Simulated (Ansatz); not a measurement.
Species: 3,3-dichlorosiletane, C3H6Cl2Si, net charge 0, singlet state. SMILES: ClC1(C[SiH2]C1)Cl
Structure (B3LYP-D3(BJ)/def2-TZVP (Ansatz, a program for electronic structure) minimum search):
```
C
C 1 1.5411
H 2 1.0847 1 115.02
H 2 1.0911 3 109.41 1 -123.48
C 1 1.5411 2 101.60 3 148.52
H 5 1.0847 1 115.02 2 -148.52
H 5 1.0911 6 109.41 1 123.48
Cl 1 1.8084 2 114.35 3 -87.78
Cl 1 1.8129 2 109.00 3 33.55
Si 2 1.9024 3 124.19 4 -132.41
H 10 1.4763 2 116.26 3 -22.58
H 10 1.4802 11 110.08 2 -135.58
```

Wanted: atomisation energy (electronic, to ground-state atoms), in kcal/mol. Valence correlation only, unless marked. UHF or UKS for open shells. Spin-orbit coupling is left out. No relativistic terms. The coupled-cluster limit lacks core correlation, which all-electron functionals hold. CBS(X,Y): correlation extrapolated as X^-3; Hartree-Fock from the larger set.

```
level                                        program  atomisation energy (kcal/mol)  minus last row
------------------------------------  --------------  -----------------------------  --------------
revPBE-D3(BJ)/def2-TZVPD              Ansatz + dftd3                         1031.3            -3.8
PBE0-D3(BJ)/def2-TZVPD                Ansatz + dftd3                         1044.7             9.6
wB97X/def2-TZVPD                              Ansatz                         1034.7            -0.4
RI-MP2/CBS(cc-pV(T+d)Z,cc-pV(Q+d)Z)           Ansatz                         1057.0            21.9
CCSD(T)/STO-3G                                Ansatz                         1094.7            59.6
CCSD(T)/6-31G*                                Ansatz                          938.8           -96.3
CCSD(T)/CBS(cc-pV(T+d)Z,cc-pV(Q+d)Z)          Ansatz                         1035.1             0.0
```
